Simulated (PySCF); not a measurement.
**Converging In₂ in the basis (r²SCAN)**

PySCF, UKS reference; triplet, unpaired electrons σ ↑, π ↑; De to In + In without counterpoise correction.

```tsv
basis	relativity	functions	Re (Å)	ωe (cm⁻¹)	De (eV)
cc-pVDZ-PP	scalar-relativistic core potentials	46	3.052	113	1.37
def2-SVP	scalar-relativistic core potentials	52	3.050	113	1.35
def2-TZVPP	scalar-relativistic core potentials	100	3.030	112	1.37
```

Question: How does each smaller set differ from the one with most functions, def2-TZVPP?

Answer: cc-pVDZ-PP: +2.2 pm, +0.9 % in ωe, +0.00 eV in De; def2-SVP: +2.0 pm, +0.9 % in ωe, -0.02 eV in De. All at r²SCAN; the set with most functions is neither the basis-set limit nor always the best.

These are scalar-relativistic numbers at best; spin–orbit coupling would shift them, the dissociation energy most. The state is the lowest determinant that a PBE0 search found; another state may lie lower at other levels.
